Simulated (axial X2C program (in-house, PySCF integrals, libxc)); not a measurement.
# OPrO: the levels of the configuration f(δφ)0 s1 f(π)0

Calculated with an axial X2C code built on PySCF integrals: two-component X2C with atomic mean-field Coulomb and Gaunt terms, basis O dyall-v2z, Pr dyall-v2z (cores contracted in-house). Orbitals come from Hartree–Fock averaged over the configuration Pr f(δφ)0 s1 f(π)0; CI then distributes these electrons over the f(δφ), s, f(π) shells of Pr.

O–Pr–O held linear, both bonds 1.673 Å (near the minimum of the configuration average).

Active spinors (ω > 0):

```tsv
shell	ω	ε (eV)	character
f(δφ)	5/2	5.05	100% Pr f
f(δφ)	3/2	5.06	100% Pr f
f(δφ)	5/2	5.26	100% Pr f
f(δφ)	7/2	5.30	100% Pr f
s	1/2	-1.86	78% Pr s, 17% Pr d
f(π)	3/2	6.42	59% Pr f, 35% Pr p
f(π)	1/2	6.71	65% Pr f, 23% Pr p, 10% O p
```

Lowest levels of this model:

```tsv
Ω	energy (cm⁻¹)	g∥	configuration
1/2	0	2.00	100% s1
5/2	21721	4.42	100% f(δφ)1
3/2	22183	2.01	100% f(δφ)1
7/2	23684	8.00	100% f(δφ)1
5/2	23734	5.58	100% f(δφ)1
```

g∥ is the magnitude of 2⟨Lz + ge Sz⟩ for the +Ω component.

(1) From Ω and g∥ of the lowest level, whose 2⟨Lz + ge Sz⟩ is positive, find ⟨Sz⟩ and ⟨Lz⟩ (ge = 2.0023).

Occupations of the active spinors in the lowest level by ω, shell by shell in order of energy: -7/2: 0.00; -5/2: 0.00 0.00; -3/2: 0.00 0.00; -1/2: 0.00 0.00; 1/2: 1.00 0.00; 3/2: 0.00 0.00; 5/2: 0.00 0.00; 7/2: 0.00. The leading determinant has weight 1.00 among 2.

This point took 1.4 s on 1 thread of Arm Neoverse V1 (shared host).

Dynamic correlation is missing, so gaps between terms are too wide and other configurations may lie lower; the lowest level listed is that of this model, not necessarily the ground state. At most 6 roots were kept for each Ω > 0 (twice that for Ω = 0) within 3.5 eV of the lowest, so higher up levels can be missing between those listed; levels with Ω > 0 are doubly degenerate and listed once, Ω = 0 levels singly. Some active spinors are only partly of the character that their shell is named for, so the shell names and counts are nominal. States that fill the shells left empty in the average are placed too high. Along the bond the averaged SCF switches between close solutions, so this one may not be the lowest. The molecule was held linear; bending was not examined.

## Answers

(1) Ω = ⟨Lz⟩ + ⟨Sz⟩ = 1/2 and ⟨Lz⟩ + ge⟨Sz⟩ = 1.000, so ⟨Sz⟩ = 0.50 and ⟨Lz⟩ = 0.00.
